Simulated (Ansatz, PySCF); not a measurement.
Molecule: sum formula H2BO (charge 0, doublet). It need not be the lowest isomer of its formula. 
Geometry from a B3LYP-D3(BJ)/def2-TZVP (Ansatz, a first-principles code) optimisation:
```xyz
4

B      0.4880    -0.0662    -0.3457
O     -0.5508     0.0747     0.3902
H      1.1612    -1.0678    -0.2660
H      0.8049     0.8010    -1.1269
```
Charge 0, spin multiplicity 2.

Quantity: atomisation energy (electronic, to ground-state atoms), in eV. Correlated levels leave the core frozen unless marked. UHF or UKS for open shells. No spin-orbit coupling. No relativistic terms. The coupled-cluster limit lacks core correlation, which all-electron functionals hold. Basis-set limits of correlation are two-point, X^-3; Hartree-Fock from the larger set.

| level | program | atomisation energy (eV) |
|---|---|---|
| HF/def2-SVPD | Ansatz | 10.92 |
| HF-D3(BJ)/def2-TZVPD | PySCF + dftd3 | 11.08 |
| PBE-D3(BJ)/def2-TZVPD | Ansatz + dftd3 | 14.76 |
| PBE0/STO-3G | Ansatz | 17.59 |

Task: Predict the CCSD(T)/CBS(aug-cc-pVTZ,aug-cc-pVQZ) result (Ansatz).

Result: 14.07 eV
